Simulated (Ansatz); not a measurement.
`CC(C)(O)[SiH3]` + `CC(N)=O` → `CNC(C)=O` + `CC(O)[SiH3]`  (substitution at a C–C bond)

Isolated molecules relaxed with PBE0-D4/def2-TZVP in Ansatz; ΔE leaves out vibrations. CCSD(T)/CBS is the MP2 limit (def2-TZVPP, def2-QZVPP) plus CCSD(T) − MP2 in def2-TZVPP, frozen cores. DFT in def2-TZVPP. B3LYP here is the variant with VWN-RPA as its local correlation; programs differ in this. Each species was taken in one conformer, which may not be the lowest.

`CC(C)(O)[SiH3]`:

```xyz
15

C    -0.358    1.243   -0.749
C    -0.274   -0.034    0.075
C     0.362    0.238    1.430
O    -1.575   -0.598    0.245
Si    0.692   -1.381   -0.865
H    -0.940    2.001   -0.209
H     0.633    1.664   -0.939
H    -0.848    1.060   -1.707
H    -0.219    0.995    1.972
H     1.382    0.619    1.327
H     0.390   -0.667    2.040
H    -2.119    0.040    0.719
H     2.081   -0.899   -1.105
H     0.748   -2.627   -0.059
H     0.046   -1.654   -2.175
```

`CC(N)=O`:

Z-matrix (Å, degrees):
```
C
C 1 1.509
H 1 1.091 2 108.4
H 1 1.091 2 113.9 3 121.6
H 1 1.090 2 108.5 3 -116.4
N 2 1.357 1 115.7 3 -115.7
O 2 1.212 1 122.1 3 63.9
H 6 1.002 2 122.4 1 -0.1
H 6 1.005 2 118.3 1 179.1
```

`CNC(C)=O`:

```xyz
12

C    -1.362    1.292   -0.277
N    -0.616    0.064   -0.207
C     0.666    0.013    0.235
C     1.293   -1.359    0.243
O     1.278    0.997    0.603
H    -0.707    2.091    0.067
H    -2.247    1.258    0.365
H    -1.678    1.508   -1.302
H    -1.056   -0.792   -0.493
H     1.608   -1.590    1.261
H     2.189   -1.333   -0.378
H     0.632   -2.149   -0.116
```

`CC(O)[SiH3]`:

Cartesian coordinates in Å:
```
C 1.005 0.542 0.774
C -0.397 0.171 0.324
O -0.949 -0.875 1.113
Si -0.448 -0.441 -1.470
H 1.417 1.349 0.162
H 1.001 0.889 1.814
H 1.677 -0.317 0.709
H -1.036 1.067 0.382
H -0.917 -0.610 2.037
H 0.435 -1.628 -1.623
H 0.048 0.646 -2.358
H -1.835 -0.794 -1.864
```

```csv
level,ΔE (kJ/mol),difference from CCSD(T)/CBS
PBE-D4,30.1,-5.3
r2SCAN-D4,33.7,-1.7
PBE0-D4,31.4,-4.0
B3LYP-D4,29.8,-5.6
ωB97X-V,32.3,-3.1
ωB97M-V,35.2,-0.2
B2PLYP,29.5,-5.9
PBE,26.9,-8.5
r2SCAN,32.9,-2.5
PBE0,28.5,-6.9
B3LYP,24.5,-10.9
HF/def2-TZVPP,25.5,-9.9
MP2/def2-TZVPP,38.1,2.7
SCS-MP2/def2-TZVPP,34.1,-1.3
CCSD/def2-TZVPP,33.5,-1.9
CCSD(T)/def2-TZVPP,34.5,-0.9
HF/def2-QZVPP,25.2,-10.2
MP2/def2-QZVPP,38.5,3.1
SCS-MP2/def2-QZVPP,34.5,-0.9
HF/CBS(def2),25.1,-10.3
MP2/CBS(def2),39.0,3.6
CCSD/CBS(def2),34.4,-1.0
CCSD(T)/CBS,35.4,0
```

Largest T1 diagnostic among the species: 0.014.

The D4 term adds +5.3 kJ/mol with B3LYP and +2.8 kJ/mol with PBE0; it sums over pairs of atoms, weighted by their polarisabilities, and B3LYP, whose exchange is more repulsive, gets the larger term. In def2-TZVPP, CCSD(T) changes the Hartree–Fock value by +9.0 kJ/mol (the triples alone add +1.0 kJ/mol) and MP2 by +12.6 kJ/mol.

CCSD(T)/CBS has its own doubt, a few kJ/mol and more with outer-core shells, so smaller differences from it don't rank the levels.
